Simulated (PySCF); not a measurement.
From one molecule to another.

First species: C7H15FSi.
SMILES with atom numbers: `[CH3:1][CH2:2][C@@H:3]1[CH2:4][CH2:5][SiH2:6][CH2:7][C@H:8]1[F:9]` (hydrogens: H10, H11, H12 on C1; H13, H14 on C2; H15 on C3; H16, H17 on C4; H18, H19 on C5; H20, H21 on Si6; H22, H23 on C7; H24 on C8)

Structure used (GFN2-xTB), in Å, numbered top down from 1:
```
atom  x, y, z in Å
C1    -2.6305   -0.6798   -0.4222
C2    -1.4232    0.2253   -0.6437
C3    -0.6225    0.4992    0.6333
C4     0.4236    1.6039    0.4249
C5     1.4753    1.2957   -0.6404
Si6    2.3830   -0.3228   -0.2334
C7     0.9922   -1.4956    0.3293
C8    -0.0032   -0.7749    1.2239
F9     0.6424   -0.4256    2.4055
H10   -3.2271   -0.7360   -1.3301
H11   -2.3248   -1.6895   -0.1597
H12   -3.2592   -0.2916    0.3764
H13   -1.7741    1.1866   -1.0274
H14   -0.7778   -0.2169   -1.4031
H15   -1.3235    0.8728    1.3916
H16   -0.1051    2.5255    0.1625
H17    0.9265    1.7783    1.3784
H18    2.1770    2.1295   -0.6845
H19    1.0016    1.2450   -1.6216
H20    3.0465   -0.8818   -1.4179
H21    3.3429   -0.1163    0.8537
H22    0.4525   -1.9130   -0.5189
H23    1.3983   -2.3392    0.8882
H24   -0.8027   -1.4589    1.5431
```

Second species: C7H10P2.
InChI=1S/C7H10P2/c1-9-7-5-3-2-4-6(7)8/h2-5,9H,8H2,1H3

Levels: PBE0/pcSseg-1 for HOMO energy, LUMO energy and HOMO–LUMO gap. Geometries: GFN2-xTB. Each structure is a single optimised conformer of the isolated species, non-relativistic unless stated; the electronic structure was computed with PySCF and density fitting.

The conformers computed, where there is a choice (atom-mapped SMILES and torsion angles):
- `[CH3:1][PH:2][c:3]1[cH:4][cH:5][cH:6][cH:7][c:8]1[PH2:9]`: C1–P2–C3–C4 4°, H–P9–C8–C7 96°, H–P9–C8–C7 3°

The conformers of `CC[C@@H]1CC[SiH2]C[C@H]1F` aren't listed.

Values for the first species:

| Quantity | Value |
| --- | --- |
| HOMO energy | -7.86 eV |
| LUMO energy | 1.08 eV |
| HOMO–LUMO gap | 8.94 eV |

Task: Estimate the same properties for the second species, and the change in each.

Result: 
| property | first | second | second less first |
| --- | --- | --- | --- |
| HOMO energy | -7.86 eV | -6.23 eV | +1.63 eV |
| LUMO energy | 1.08 eV | -0.72 eV | -1.80 eV |
| HOMO–LUMO gap | 8.94 eV | 5.51 eV | -3.43 eV |

